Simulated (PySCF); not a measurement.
Below is a simulated gas-phase P 2p photoelectron spectrum of `[PH3+][SiH2]Br`.

Every computed line was given a Gaussian of 0.6 eV full width at half maximum and an area set by the number of equivalent atoms (split 2:1 within a doublet); the highest printed point is 100. Method: PySCF 2.14.0, delta-SCF UKS SCAN, pcX-2 on the ionised atom, pcseg-1 elsewhere, spin-free X2C.

| binding energy (eV) | intensity |
| --- | --- |
| 143.2 | 1 |
| 143.3 | 2 |
| 143.4 | 6 |
| 143.5 | 14 |
| 143.6 | 29 |
| 143.7 | 50 |
| 143.8 | 73 |
| 143.9 | 92 |
| 144.0 | 100 |
| 144.1 | 93 |
| 144.2 | 75 |
| 144.3 | 54 |
| 144.4 | 37 |
| 144.5 | 30 |
| 144.6 | 33 |
| 144.7 | 40 |
| 144.8 | 48 |
| 144.9 | 50 |
| 145.0 | 45 |
| 145.1 | 35 |
| 145.2 | 24 |
| 145.3 | 14 |
| 145.4 | 7 |
| 145.5 | 3 |
| 145.6 | 1 |
| 145.7 | 0 |

Q: How many maxima does the curve show, and how many computed lines lie under it?

A: The curve has 2 maxima (at 144.0 and 144.9 eV). Under it lie 2 lines from 1 inequivalent phosphorus site, drawn as a 2p3/2, 2p1/2 pair.

Q: Decompose the envelope and assign each component. Numbering: `[PH3+:1][SiH2:2][Br:3]`.

A: 
| position (eV) | relative area | line | atoms | environment |
| --- | --- | --- | --- | --- |
| 144.00 | 0.67 | P 2p3/2 | P1 | phosphorus bonded to Si and 3 H |
| 144.89 | 0.33 | P 2p1/2 | P1 | phosphorus bonded to Si and 3 H |

No satellites, vibrations or lifetime broadening are included. For 2p shells one spin-free hole was relaxed; a mean-field spin–orbit operator and the ground-state splitting of the three 2p orbitals were then diagonalised within the shell. The shell's mean is (2 × 2p3/2 + 2p1/2)/3, and the degeneracies 2j + 1 give areas of 2:1. 2p1/2 minus 2p3/2 (ligand field included): P 0.89 eV. The species carries charge +1, so core ionisation leaves charge +2. Isolated species at its PBE0-D3(BJ)/def2-SVP geometry, gas phase.
